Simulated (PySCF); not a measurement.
B(H)(F)(NH2) (BFH3N), SMILES NBF.

Geometry optimised at B3LYP-D3(BJ)/def2-TZVP. Other conformers were not sampled.

Vertical ionisation energy (IE) and electron affinity (EA) in eV. Rows of orbital energies are one-electron estimates. Where ΔSCF, EOM or ADC give a negative EA the extra electron is unbound and the value depends on the basis.

| level | IE | EA |
|---|---|---|
| −ε(HOMO), −ε(LUMO), PBE0/def2-TZVPD (PySCF) | 8.62 | -0.15 |
| ADC(2)/aug-cc-pVDZ (PySCF) | 10.53 | -0.72 |

**Question.** Give the lowest 1s main lines (those of the lightest heavy element) from CVS-ADC(2)-x/aug-cc-pVDZ (PySCF, non-relativistic), with pole strengths. (Estimate from the structure and the level; the computed values follow.)

**Answer.** 199.5 eV (1.56).

**Question.** Beyond the first one, list the lowest photoelectron lines from ADC(2)/aug-cc-pVDZ in PySCF with their pole strengths (two spins summed). (The exact figures need the calculation; the answer reports its results.)

**Answer.** 12.23 eV (1.80), 14.45 eV (1.76), 14.61 eV (1.80), 15.92 eV (1.76), 17.37 eV (1.78).
